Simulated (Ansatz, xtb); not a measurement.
Relative energy of two isomers of C4H9NOS

We compare a, `NC(=O)CCCS`, a singlet, with b, `CS[C@H](C)C(N)=O`, a singlet. Both are isolated molecules in the gas phase, relaxed with B3LYP/def2-SVP; each stands in its lowest conformer found.

**Question.** Which of the two would you expect CCSD(T)/def2-SVP + ΔMP2/def2-TZVPP electronic energies to favour?

**Answer.** Too close to call at this level: CCSD(T)/def2-SVP + ΔMP2/def2-TZVPP gives E(b) − E(a) = +2.65 kJ/mol.

How the difference moves with the method:

```csv
level,geometry,E(b) − E(a) (kJ/mol),departure from the last row (kJ/mol),"job, with rough time for the two"
B3LYP/def2-SVP,B3LYP/def2-SVP,+7.30,+4.66,"optimisation, 2 min"
HF/def2-SVP,B3LYP/def2-SVP,+19.00,+16.35,part of the CCSD(T) run
MP2/def2-SVP,B3LYP/def2-SVP,+6.10,+3.46,part of the CCSD(T) run
CCSD(T)/def2-SVP,B3LYP/def2-SVP,+9.16,+6.51,single point
CCSD(T)/def2-SVP + ΔMP2/def2-TZVPP,B3LYP/def2-SVP,+2.65,,"single point, 86 s"
```

As drawn, b has 1 C–S, 1 C–H in place of 1 C–C, 1 S–H.

The largest departure from CCSD(T)/def2-SVP + ΔMP2/def2-TZVPP is that of HF/def2-SVP, 16.35 kJ/mol. Levels run at GFN2-xTB geometries aren't shown. The last row adds to CCSD(T) the change of the MP2 difference between the two basis sets, here −6.51 kJ/mol.

With thermal terms from frequencies at re-optimised GFN2-xTB minima (ideal gas, soft modes damped towards free rotors, one conformer each, 298.15 K, 1 atm): the zero-point term adds +3.60 kJ/mol; ΔH is +7.21 and ΔG +6.28 kJ/mol.

The correlated steps freeze 11 core orbitals. Mirror images aren't counted in ΔG. Codes used: Ansatz 0.2.0, xtb 6.7.1; the last row on 4 threads of Arm Neoverse V1 on a shared host.
